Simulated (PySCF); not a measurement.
Cd(Et)2 (C4H10Cd), SMILES C[CH2][Cd][CH2]C.

Coordinates come from a B3LYP-D3(BJ)/def2-SVP optimisation. The isomer is the one that the SMILES or the coordinates give; other isomers of the formula were not compared. The def2 effective core potentials stand for the cores of Cd; spin–orbit coupling is left out. One conformer was computed; it need not be the lowest.

These are M06-2X/def2-TZVP in PySCF values and carry that method's errors.

The molecule is in vacuum.

Computed frontier levels, gap, dipole moment and polarisability:
The highest occupied level comes out as -7.19 eV, the lowest empty level comes out as 0.11 eV and the orbital gap is 7.31 eV. The dipole moment comes out as 0.00 D. The quadrupole, principal values (traceless, Buckingham form, about the centre of nuclear charge) comes out as -8.20, 3.06, 5.15 D·Å and the mean static polarisability is 84.0 bohr³ (12.44 Å³). The polarisability, principal values comes out as 64.5, 69.4, 118.1 bohr³.
